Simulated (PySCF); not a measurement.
A GIAO shielding run with PySCF 2.14 (density fitting, non-relativistic, gas phase) on SMILES CO[Si@@H]([SiH2]O)[SiH2]P, CH$_{11}$O$_{2}$PSi$_{3}$:

```
$ OMP_NUM_THREADS=1 python probes_run.py task.json out

{"job": {"kind": "nmr", "xc": "PBE0", "basis": "pcSseg-1"}, "charge": 0, "multiplicity": 1}
C      0.132061    -3.033522     0.420686
O      0.778921    -1.852283     0.070460
Si     0.465014    -0.341750     0.595355
Si     2.155774     0.876741    -0.392480
O      1.899026     2.428769     0.017704
Si    -1.715505     0.326605     0.057460
P     -1.573912     2.554837    -0.282358
H      0.258587    -3.236067     1.486484
H     -0.937319    -2.969580     0.203823
H      0.570995    -3.848973    -0.154260
H      0.472977    -0.364348     2.083964
H      3.520417     0.712920     0.102519
H      2.179966     0.757824    -1.861353
H      1.068011     2.885442    -0.099532
H     -2.786179     0.202097     1.064924
H     -2.346255    -0.275585    -1.134892
H     -1.244648     2.446907    -1.619575
H     -2.906692     2.736284    -0.570586
```

Hardware: 1 thread of an Arm Neoverse N1, shared host. The job also computes population analyses, field gradients.

Question: How large is the calculation?

Answer: 90 electrons, 202 basis functions and 1147 auxiliary functions.

Question: How long does it take, and how much memory does it need?

Answer: 64 s of wall time, with 13 SCF cycles and 5 response iterations; peak memory 0.85 GiB. Times on a shared host scatter by some tens of per cent.
